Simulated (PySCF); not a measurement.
PySCF input for Al(Br)(Me)2 (C2H6AlBr), SMILES [Al]([Br])([CH3])[CH3], TDDFT-M06-2X/def2-SVPD. Coordinates come from a PBE-D3(BJ)/def2-SVP optimisation. The structure was generated by enumeration; whether it is a known compound was not checked.

```python
import numpy as np
from pyscf import gto, scf, dft, tdscf

mol = gto.M(
    atom='''
    Al    0.70412023    0.63671934    0.10161086
    Br   -0.99148038   -0.88577902   -0.14700461
    C     0.54985093    2.34113527   -0.84963940
    H     1.33153474    2.41188340   -1.63729328
    H     0.72002672    3.19602334   -0.16058781
    H    -0.43589623    2.47556431   -1.33690899
    C     2.19352366    0.10638115    1.25732182
    H     3.02414473    0.84145509    1.24637970
    H     2.59920900   -0.88290966    0.95832093
    H     1.84898393   -0.00220045    2.30821478
    ''',
    basis='def2-SVPD',
    charge=0,
    spin=0,
    max_memory=1600,
    verbose=4,
)
mf = dft.RKS(mol, xc='m06-2x').density_fit(auxbasis='def2-universal-jkfit')
mf.grids.level = 4
mf.conv_tol = 1e-9
mf.max_cycle = 100
mf.kernel()
mf.grids = dft.Grids(mol).set(level=2).build(with_non0tab=True)  # coarser grid for the response kernel
td = tdscf.TDDFT(mf)
td.singlet = True
td.nstates = 10
td.conv_tol = 1e-4
td.positive_eig_threshold = 1e-6
td.kernel(x0=td.get_init_guess(mf, 15))
td.analyze()
tt = tdscf.TDA(mf)
tt.singlet = False
tt.nstates = 4
tt.conv_tol = 1e-4
tt.positive_eig_threshold = 1e-6
tt.kernel(x0=tt.get_init_guess(mf, 9))
tt.analyze(verbose=3)
```

Output:

```
PySCF version 2.14.0

[INPUT] verbose = 4
[INPUT] num. atoms = 10
[INPUT] num. electrons = 66
[INPUT] charge = 0
[INPUT] spin (= nelec alpha-beta = 2S) = 0
[INPUT] symmetry False subgroup None
[INPUT] Mole.unit = angstrom
[INPUT] Symbol           X                Y                Z      unit          X                Y                Z       unit  Magmom
[INPUT]  1 Al     0.704120230000   0.636719340000   0.101610860000 AA    1.330594393466   1.203225170814   0.192016696682 Bohr   0.0
[INPUT]  2 Br    -0.991480380000  -0.885779020000  -0.147004610000 AA   -1.873626376080  -1.673879754686  -0.277798451948 Bohr   0.0
[INPUT]  3 C      0.549850930000   2.341135270000  -0.849639400000 AA    1.039067667037   4.424104480860  -1.605585770640 Bohr   0.0
[INPUT]  4 H      1.331534740000   2.411883400000  -1.637293280000 AA    2.516235983944   4.557799070385  -3.094035884791 Bohr   0.0
[INPUT]  5 H      0.720026720000   3.196023340000  -0.160587810000 AA    1.360653303169   6.039608800318  -0.303466979844 Bohr   0.0
[INPUT]  6 H     -0.435896230000   2.475564310000  -1.336908990000 AA   -0.823724493430   4.678138549648  -2.526391844569 Bohr   0.0
[INPUT]  7 C      2.193523660000   0.106381150000   1.257321820000 AA    4.145158965154   0.201031238316   2.375993890240 Bohr   0.0
[INPUT]  8 H      3.024144730000   0.841455090000   1.246379700000 AA    5.714805300747   1.590119666221   2.355316280218 Bohr   0.0
[INPUT]  9 H      2.599209000000  -0.882909660000   0.958320930000 AA    4.911793150505  -1.668457450133   1.810964097138 Bohr   0.0
[INPUT] 10 H      1.848983930000  -0.002200450000   2.308214780000 AA    3.494073236422  -0.004158247851   4.361893770873 Bohr   0.0

nuclear repulsion = 282.099915536984
number of shells = 65
number of NR pGTOs = 245
number of NR cGTOs = 153
basis = def2-SVPD
ecp = {}


[settings echo left out]
init E= -2894.94591650084
  HOMO = -0.322958268041898  LUMO = -0.0429963806792628  gap/eV = 7.61815
cycle= 1 E= -2896.00259663317  delta_E= -1.06  |g|= 0.334  |ddm|= 3.42
  HOMO = -0.301438645600254  LUMO = -0.0178945192430429  gap/eV = 7.71563
cycle= 2 E= -2896.01612286331  delta_E= -0.0135  |g|= 0.273  |ddm|= 0.852
  HOMO = -0.328631249985487  LUMO = -0.0120986271882855  gap/eV = 8.61329
cycle= 3 E= -2896.03597536547  delta_E= -0.0199  |g|= 0.0235  |ddm|= 0.367
  HOMO = -0.329640571174243  LUMO = -0.0119374456857823  gap/eV = 8.64514
cycle= 4 E= -2896.03611121335  delta_E= -0.000136  |g|= 0.00576  |ddm|= 0.0452
  HOMO = -0.329053492840856  LUMO = -0.0122678146936151  gap/eV = 8.62018
cycle= 5 E= -2896.0361225628  delta_E= -1.13e-05  |g|= 0.0034  |ddm|= 0.0144
  HOMO = -0.328999588400003  LUMO = -0.0120926325159083  gap/eV = 8.62348
cycle= 6 E= -2896.03612494589  delta_E= -2.38e-06  |g|= 0.000257  |ddm|= 0.00469
  HOMO = -0.329035014775671  LUMO = -0.0121251970037161  gap/eV = 8.62356
cycle= 7 E= -2896.03612499003  delta_E= -4.41e-08  |g|= 5.73e-05  |ddm|= 0.000848
  HOMO = -0.329028777351609  LUMO = -0.0121152743660934  gap/eV = 8.62366
cycle= 8 E= -2896.03612499171  delta_E= -1.67e-09  |g|= 1.96e-05  |ddm|= 0.000166
  HOMO = -0.329031494845126  LUMO = -0.0121169972447652  gap/eV = 8.62368
cycle= 9 E= -2896.03612499187  delta_E= -1.65e-10  |g|= 4.01e-06  |ddm|= 6.05e-05
  HOMO = -0.329031133741712  LUMO = -0.0121161654909613  gap/eV = 8.62370
Extra cycle  E= -2896.0361249919  delta_E= -3.18e-11  |g|= 2.47e-06  |ddm|= 1.2e-05
converged SCF energy = -2896.0361249919
tot grids = 79616
Overwritten attributes  positive_eig_threshold  of <class 'pyscf.tdscf.rks.TDDFT'>


******** <class 'pyscf.tdscf.rks.TDDFT'> for <class 'pyscf.df.df_jk.DFRKS'> ********
nstates = 10 singlet
deg_eia_thresh = 1.000e-03
wfnsym = None
conv_tol = 0.0001
eigh lindep = 1e-12
eigh level_shift = 0
eigh max_cycle = 100


Excitation energies (eV)
[5.45727336 6.39326347 6.4670242  6.72304927 6.75599107 7.02410654
 7.11165413 7.5340588  7.75539518 8.21861084]

** Singlet excitation energies and oscillator strengths **
Excited State   1:      5.45727 eV    227.19 nm  f=0.0000
      31 -> 34        0.12678
      33 -> 34       -0.69025
Excited State   2:      6.39326 eV    193.93 nm  f=0.1635
      33 -> 35        0.67754
      33 -> 38       -0.13126
Excited State   3:      6.46702 eV    191.72 nm  f=0.0000
      31 -> 34       -0.68592
      33 -> 34       -0.12251
Excited State   4:      6.72305 eV    184.42 nm  f=0.0008
      30 -> 34       -0.69388
Excited State   5:      6.75599 eV    183.52 nm  f=0.0470
      32 -> 34       -0.68220
Excited State   6:      7.02411 eV    176.51 nm  f=0.0620
      32 -> 35        0.63482
      32 -> 36        0.20721
      32 -> 38       -0.15341
Excited State   7:      7.11165 eV    174.34 nm  f=0.0102
      31 -> 35       -0.60700
      31 -> 38        0.11044
      33 -> 36       -0.28521
Excited State   8:      7.53406 eV    164.56 nm  f=0.2401
      30 -> 35       -0.65957
      31 -> 37       -0.11157
      33 -> 37        0.10621
Excited State   9:      7.75540 eV    159.87 nm  f=0.0042
      31 -> 35        0.24375
      31 -> 36        0.12003
      31 -> 38       -0.15731
      33 -> 35        0.11348
      33 -> 36       -0.48688
      33 -> 38        0.32507
      33 -> 45        0.10682
Excited State  10:      8.21861 eV    150.86 nm  f=0.0119
      31 -> 35        0.10707
      31 -> 36       -0.14842
      31 -> 38       -0.10323
      33 -> 36       -0.32588
      33 -> 37       -0.19981
      33 -> 38       -0.49932
      33 -> 40        0.16088

** Transition electric dipole moments (AU) **
state          X           Y           Z        Dip. S.      Osc.
  1         0.0027     -0.0049     -0.0017      0.0000      0.0000
  2        -0.4520      0.6732     -0.6213      1.0436      0.1635
  3        -0.0074      0.0066     -0.0022      0.0001      0.0000
  4        -0.0327      0.0230      0.0572      0.0049      0.0008
  5        -0.3744     -0.3770     -0.0405      0.2840      0.0470
  6        -0.2819      0.2281      0.4782      0.3601      0.0620
  7        -0.1025      0.1523     -0.1584      0.0588      0.0102
  8        -0.8468     -0.7538     -0.1238      1.3005      0.2401
  9         0.0815     -0.0748      0.0999      0.0222      0.0042
 10         0.1856     -0.0765      0.1365      0.0590      0.0119

** Transition velocity dipole moments (imaginary part, AU) **
state          X           Y           Z        Dip. S.      Osc.
  1         0.0004     -0.0007      0.0002      0.0000      0.0000
  2        -0.1145      0.1713     -0.1583      0.0675      0.1915
  3        -0.0020      0.0017     -0.0006      0.0000      0.0000
  4        -0.0100      0.0072      0.0174      0.0005      0.0012
  5        -0.0968     -0.0974     -0.0105      0.0190      0.0509
  6        -0.0743      0.0600      0.1259      0.0250      0.0645
  7        -0.0331      0.0484     -0.0497      0.0059      0.0150
  8        -0.2522     -0.2241     -0.0371      0.1152      0.2773
  9         0.0253     -0.0230      0.0300      0.0021      0.0048
 10         0.0576     -0.0195      0.0395      0.0053      0.0116

** Transition magnetic dipole moments (imaginary part, AU) **
state          X           Y           Z
  1        -0.8721     -0.7506     -0.1423
  2         0.0359     -0.0433     -0.0455
  3         0.3558      0.3537      0.0340
  4        -0.7220      0.9561     -0.8957
  5         0.0069     -0.0062     -0.0202
  6         0.1765     -0.2784      0.2482
  7         0.3603     -0.3105     -0.5801
  8         0.0273     -0.0426     -0.0596
  9         0.1818     -0.1512     -0.2885
 10         0.3682     -0.3097     -0.5957
Overwritten attributes  positive_eig_threshold  of <class 'pyscf.tdscf.rks.TDA'>


******** <class 'pyscf.tdscf.rks.TDA'> for <class 'pyscf.df.df_jk.DFRKS'> ********
nstates = 4 triplet
deg_eia_thresh = 1.000e-03
wfnsym = None
conv_tol = 0.0001
eigh lindep = 1e-12
eigh level_shift = 0
eigh max_cycle = 100


Excitation energies (eV)
[5.23136679 5.92274507 6.09845084 6.29110697]

** Triplet excitation energies and oscillator strengths **
Excited State   1:      5.23137 eV    237.00 nm  f=0.0000
Excited State   2:      5.92275 eV    209.34 nm  f=0.0000
Excited State   3:      6.09845 eV    203.30 nm  f=0.0000
Excited State   4:      6.29111 eV    197.08 nm  f=0.0000
```

Self-consistency was reached.

Cost: about 13 core-minutes (a rough figure).
